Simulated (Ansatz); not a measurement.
Compare A (`[SiH3][SiH2][SnH3]`) with its isomer B (`[SiH3][SnH2][SiH3]`).

Calculated with Ansatz (gas phase, PBE0-D4/def2-TZVP geometries, no zero-point term in ΔE). CCSD(T)/CBS adds triple-zeta CCSD(T) − MP2 to the extrapolated MP2 energy (def2 sets, frozen cores). DFT in def2-TZVPP. B3LYP here is the variant with VWN-RPA as its local correlation; programs differ in this. def2 core potentials past Kr. For Sn outer-core shells are correlated without core-valence functions, which leaves a few kJ/mol of doubt a bond.

Which isomer does CCSD(T)/CBS put lower? Give the gap. (An estimate is asked.)

Ansatz gave: B, by 5.8 kcal/mol.

Give E(B) − E(A) in kcal/mol with MP2/def2-TZVPP, B3LYP, PBE0-D4, LDA (SPW92), HF/def2-TZVPP, CCSD(T)/def2-TZVPP, r2SCAN-D4. (Best estimate.)

The calculation gave: MP2/def2-TZVPP -6.1, B3LYP -5.6, PBE0-D4 -4.5, LDA (SPW92) -4.0, HF/def2-TZVPP -5.9, CCSD(T)/def2-TZVPP -4.9, r2SCAN-D4 -4.6. None reverses the order clearly.

Does the order hold for the free energy at 298.15 K (harmonic terms from PBE0-D4)? (Estimate.)

Ansatz gave: Yes: G(B) − G(A) = -5.0 kcal/mol. Modes under 60 cm⁻¹, often nearly free rotors, make the harmonic entropy too high.

Largest T1 diagnostic: 0.014.

Leaving LDA and LC-ωPBE aside and taking each functional with its dispersion term where it has one, the values, not all of them listed here, spread over 3.6 kcal/mol, from B2PLYP to B97M-V.
